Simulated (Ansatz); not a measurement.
Two structures of Si$_{3}$H$_{9}$O, doublet, reached by relaxing down either side of one saddle point (PBE0-D4/def2-TZVP). Energies are electronic, without zero-point energy. Ansatz 0.2.0; basis: def2-TZVPP and def2-QZVPP; cores frozen in the correlated methods; orbitals are unrestricted. Extrapolation: Hartree–Fock as exp(−7.88 √X), correlation as X^−2.97. First:

```xyz
13
angstrom
H 0.7762 -1.9326 0.6844
Si 1.3118 -0.6635 1.2472
O 0.0989 0.3885 1.5580
Si -0.9566 1.4297 0.8680
Si -0.3271 -0.7170 -2.0109
H 2.2819 -0.0786 0.2842
H 1.9965 -0.9518 2.5315
H -2.0680 0.6922 0.2083
H -1.5127 2.2853 1.9451
H -0.2731 2.2796 -0.1424
H -0.8986 0.3369 -2.8882
H -1.3322 -1.7606 -1.6873
H 0.9028 -1.3081 -2.5981
```

Second:

| atom | x (Å) | y (Å) | z (Å) |
| --- | --- | --- | --- |
| H1 | 0.3525 | 0.2155 | -1.5555 |
| Si2 | 1.2267 | -0.7733 | 1.2383 |
| O3 | 0.0093 | 0.2584 | 1.5990 |
| Si4 | -0.8299 | 1.5765 | 1.1033 |
| Si5 | -0.2152 | -1.0793 | -2.0194 |
| H6 | 2.4502 | -0.0098 | 0.8507 |
| H7 | 1.4872 | -1.6102 | 2.4425 |
| H8 | -1.9545 | 1.1588 | 0.2285 |
| H9 | -1.3634 | 2.2581 | 2.3074 |
| H10 | 0.0592 | 2.5021 | 0.3539 |
| H11 | -0.8882 | -0.8574 | -3.3274 |
| H12 | -1.2098 | -1.5694 | -1.0330 |
| H13 | 0.8758 | -2.0702 | -2.1883 |

**Question.** Which bonds change from the first to the second?

**Answer.** Si₂H₆O ([SiH3][O][SiH3]) + SiH₃ → Si₂H₅O ([SiH2][O][SiH3]) + SiH₄; bonds formed: H1–Si5; bonds broken: H1–Si2.

**Question.** Give the saddle point's structure and its height above each. (To be estimated.)

**Answer.** Computed: 13.13 kcal/mol above the first and 11.72 kcal/mol above the second (CCSD(T) at an estimated basis limit (MP2 extrapolated from triple and quadruple zeta, plus CCSD(T) − MP2 in triple zeta)).
H1  (0.730, -1.092, -0.440)
Si2  (1.344, -0.562, 1.149)
O3  (0.344, 0.699, 1.444)
Si4  (-0.911, 1.638, 0.981)
Si5  (-0.201, -1.187, -1.945)
H6  (2.748, -0.066, 1.101)
H7  (1.185, -1.572, 2.233)
H8  (-2.055, 0.789, 0.550)
H9  (-1.318, 2.470, 2.139)
H10  (-0.506, 2.515, -0.148)
H11  (-0.742, 0.163, -2.265)
H12  (-1.319, -2.151, -1.762)
H13  (0.702, -1.643, -3.036)
(Å)

The T1 diagnostic stays at or below 0.015. ⟨S²⟩ of the unrestricted Hartree–Fock references: 0.75 to 0.78 (a pure state has 0.75).

Radical steps of this kind take place in plasma deposition and etching.

Labels in which every atom is bracketed show which atoms are joined, not bond orders.

For scale, one of the runs: CCSD(T)/def2-TZVPP, 283 basis functions, launched by `ansatz run in.yaml --threads 4 --pin off --events-out ev --progress --plain --max-ram 46080MiB --backend cuda --devices 0, --max-vram 37GiB`. Time: 47 s of wall clock on 4 CPU threads of an AMD EPYC 7R13 and a share of one NVIDIA H100; the host was shared. Peak host memory: 1.2 GiB.
